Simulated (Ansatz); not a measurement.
Relaxation of CH₃BO₃ (8 atoms, charge 0, multiplicity 1), to a largest force component of 0.02 eV/Å in at most 50 steps.

Computed with Ansatz 0.2.0, RKS B3LYP-D4/STO-3G.

```xyz
8
Properties=species:S:1:pos:R:3:forces:R:3
B 0.878 1.304 0.271 0.13 -0.03 -0.16
O -0.131 0.439 0.514 0.00 3.76 3.27
C -0.390 -0.669 -0.195 -0.52 -0.99 -0.37
O 0.219 -1.074 -1.137 3.62 -2.07 -5.31
O -1.460 -1.272 0.321 -3.46 1.26 4.45
H 0.926 2.205 1.013 0.14 0.24 0.07
H 1.630 1.144 -0.614 0.10 0.02 -0.08
H -1.672 -2.078 -0.172 -0.02 -2.19 -1.88
```

Where does it end, and by what steps?

The forces met the threshold. Limits of this set-up: minimal basis. After 6 steps the energy has fallen by 0.796 eV; O2 moved furthest, 0.12 Å.

| step | energy less start (eV) | largest force component (eV/Å) | accepted |
| --- | --- | --- | --- |
| 0 | 0.0000 | 5.310 | yes |
| 1 | -0.6748 | 2.005 | yes |
| 2 | -0.7838 | 0.732 | yes |
| 3 | -0.7941 | 0.134 | yes |
| 4 | -0.7910 | 0.211 | no |
| 5 | -0.7956 | 0.039 | yes |
| 6 | -0.7958 | 0.002 | yes |

```xyz
8
Properties=species:S:1:pos:R:3
B 0.874 1.319 0.288
O -0.172 0.503 0.612
C -0.391 -0.684 -0.207
O 0.274 -1.071 -1.187
O -1.529 -1.296 0.366
H 1.006 2.259 0.979
H 1.588 1.093 -0.618
H -1.651 -2.123 -0.233
```

Whether the end is a true minimum wasn't checked by a vibrational analysis.

Time of the run: 26 s on 1 thread of Intel(R) Xeon(R) Processor @ 2.50GHz (Skylake/Cascade Lake), on a shared host, peak memory 0.13 GiB.
